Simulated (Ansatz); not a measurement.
Coupled-cluster run, `FC([SiH3])[SeH]`.

```yaml
crystal:
  periodic: [false, false, false]
  atoms:
    - {symbol: F, position_ang: [-0.511248, 0.291241, -1.862174]}
    - {symbol: C, position_ang: [-0.108610, 0.688401, -0.597981]}
    - {symbol: Si, position_ang: [0.794422, -0.724691, 0.289004]}
    - {symbol: Se, position_ang: [-1.596406, 1.352454, 0.460901]}
    - {symbol: H, position_ang: [0.536956, 1.565260, -0.713420]}
    - {symbol: H, position_ang: [1.415181, -0.180463, 1.521154]}
    - {symbol: H, position_ang: [1.841074, -1.287544, -0.603010]}
    - {symbol: H, position_ang: [-0.197945, -1.775248, 0.628708]}
    - {symbol: H, position_ang: [-2.085024, 0.024192, 0.859616]}
basis:
  gaussian: {orbitals: def2-TZVPP}
correlation: {method: ccsd_t}
```

```sh
$ ansatz run in.yaml --threads 4 --pin off --events-out ev --progress --plain --max-ram 10444MiB
```

Output of Ansatz, abridged:

```
Functional definition: HF
1349 factors; integrals over basis functions are off by at most 1.0e-3 eV
mean field evaluation 1: about -76979.7245 eV, gradient 2.5e1 eV
mean field evaluation 2: about -76979.9718 eV, gradient 2.5e1 eV
mean field evaluation 4: about -76982.0253 eV, gradient 3.8e0 eV
mean field evaluation 8: about -76982.0829 eV, gradient 2.0e-1 eV
mean field -76982.08322239 eV, -2829.0393780927 hartree, gradient 3.0e-6 eV, S^2 0.000000; 0 other end points of the search recorded, 0 dependent functions left out
16 core orbitals not correlated: weight in the atoms' cores, before any rotation towards them, 1.000 or more for the frozen orbitals, at most 0.000 for the correlated occupied ones
reference -76982.08322239 eV, -2829.0393780927 hartree; 18, 18 occupied and 188, 188 virtual orbitals, 1349 factors
second order -22.43581472 eV of doubles, -0.00000000 eV of singles
cycle   1  -22.71999940 eV  change   -2.8e-1 eV  update   1.1e-1
cycle   2  -23.32220228 eV  change   -6.0e-1 eV  update   3.2e-2
cycle   3  -23.43925479 eV  change   -1.2e-1 eV  update   1.6e-2
cycle   4  -23.42586573 eV  change    1.3e-2 eV  update   3.9e-3
cycle   5  -23.42406693 eV  change    1.8e-3 eV  update   1.8e-3
cycle   6  -23.42483301 eV  change   -7.7e-4 eV  update   5.7e-4
cycle   7  -23.42448305 eV  change    3.5e-4 eV  update   2.3e-4
cycle   8  -23.42439730 eV  change    8.6e-5 eV  update   7.6e-5
cycle   9  -23.42443823 eV  change   -4.1e-5 eV  update   3.2e-5
perturbative correction -0.84107415 eV, -0.0309089047 hartree
Total energy: -77006.34873477 eV, -2829.9311192248 hartree
```

Run time 2.1 min (4 threads of an Arm Neoverse V1 on a shared host); peak host memory 3.5 GiB.

The correlation energy is -24.266 eV, 3.5 % of it from (T); the T1 diagnostic reads 0.0111.
